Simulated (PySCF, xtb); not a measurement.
Cd(SH)(SiH3) (CdH₄SSi), SMILES [SiH3][Cd][SH].

GFN2-xTB run with xtb at its own geometry gives an orbital gap of 2.88 eV and a dipole moment of 4.93 D.

Geometry: PBE0-D3(BJ)/def2-SVP. The def2 effective core potentials stand for the cores of Cd; spin–orbit coupling is left out. The values are those of a single conformer.

**Question.** What does PySCF with PBE/def2-TZVPD give? (Estimate from the structure and the level; the computed values follow.)

**Answer.** gap 3.97 eV (levels -5.89 and -1.92 eV), dipole 1.64 D.
